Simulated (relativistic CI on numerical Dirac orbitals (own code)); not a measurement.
Sensitivity of the levels of Cr XXIV to α and to the nuclear radius

Computed by Dirac equation for one electron (own radial code, finite nucleus).

CI space: 1s, 2s, 2p. Levels of other configurations are missing.

With x = (α/α₀)² − 1 an excitation energy changes as ω = ω₀ + qx; K = 2q/ω₀ is the relative enhancement. Terms are leading LS components, so labels can repeat. The field-shift factor is F = δν/δ⟨r²⟩ for the transition from the lowest level.

Lowest level 1s ²S1/2.

| Level | ω₀ (cm⁻¹) | q (cm⁻¹) | F (GHz/fm²) |
| --- | --- | --- | --- |
| 2p ²P°1/2 | 47744049 | 343400 | -615 |
| 2s ²S1/2 | 47744085 | 343500 | -534 |
| 2p ²P°3/2 | 47867593 | 469400 | -615 |

(1) Which transition from the lowest level has the largest |K|?

Answers

(1) 2p ²P°3/2 at 47867593 cm⁻¹, K = 0.0196.
